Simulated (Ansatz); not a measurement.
A structure relaxed at PBE0-D4/def2-TZVP, charge 0, multiplicity 2:

```csv
atom,x (Å),y (Å),z (Å)
C1,-2.017,-1.311,0.357
O2,-1.510,-1.475,-0.945
In3,0.226,-0.606,-1.458
O4,0.864,0.653,-0.012
C5,2.003,1.461,-0.037
H6,-1.659,-2.099,1.033
H7,-1.764,-0.344,0.811
H8,-3.111,-1.380,0.314
H9,2.054,2.006,0.913
H10,1.979,2.209,-0.842
H11,2.934,0.887,-0.135
```

**Question.** Give its formula and SMILES.

**Answer.** C2H6InO2, `C[O][In][O]C`.

**Question.** Summarise the bond lengths by kind.

**Answer.** 2 × C–O 1.397 to 1.407 Å; 6 × C–H 1.097 to 1.098 Å; 2 × In–O 2.008 to 2.020 Å.

Results of the Gaussian-basis code of Ansatz.
